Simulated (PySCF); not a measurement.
## Peak assignment

Atom-mapped SMILES (the numbers label the heavy atoms): `[SiH3:1][SiH2:2][O:3][SiH2:4][n:5]1[cH:6][cH:7][cH:8][cH:9]1`. Hydrogens are named by the atom that carries them.

Level of theory: structure optimised with PBE0-D3(BJ)/def2-SVP, σ from GIAO-HF/pcSseg-1, in PySCF 2.14 (non-relativistic, in vacuum, fast rotation and ring inversion assumed for equivalent nuclei, a single conformation).

δ = σ(ref) − σ, references computed at the same level: 13C (190.85 ppm) and 1H (31.69 ppm) against TMS.

Task: Assign these signals to the numbered atoms. 13C{1H} NMR (computed): δ 132.7 (CH), 121.0 (CH).

Result: 
```tsv
δ (ppm)	atoms	environment	reason
132.7	C6/C9	aromatic CH next to a ring nitrogen	–
121.0	C7/C8	aromatic CH	–
```

Task: Assign these signals to the numbered atoms. 1H NMR (600 MHz, computed): δ 7.02 (m, 2H), 6.65 (m, 2H), 4.68 (q, 2H), 4.67 (s, 2H), 2.56 (t, 3H).

Result: 
7.02 → H(C6)/H(C9), hydrogen on an aromatic CH next to a ring nitrogen: ring-current deshielding
6.65 → H(C7)/H(C8), hydrogen on an aromatic CH: aromatic region
4.68 → H(Si2), hydrogen on a silicon bonded to O, Si
4.67 → H(Si4), hydrogen on a silicon bonded to N, O
2.56 → H(Si1), hydrogen on a silicon bonded to Si

H(Si2) and H(Si4) lie closer than the usual error of such a calculation, so a measured spectrum could show them in the other order.

Shifts are as computed. Against solution values, carbons near 30 ppm lie about -0 ppm off and those near 130 ppm about +7 ppm. Of 1309 compounds with measured shifts, 239 miss one by over three times the rms of a fit or turn the order of signals round; such compounds aren't used in these exercises. Multiplicities follow the n + 1 count of equivalent neighbours, as no J values were calculated; m marks all less simple cases, F and P coupling included.
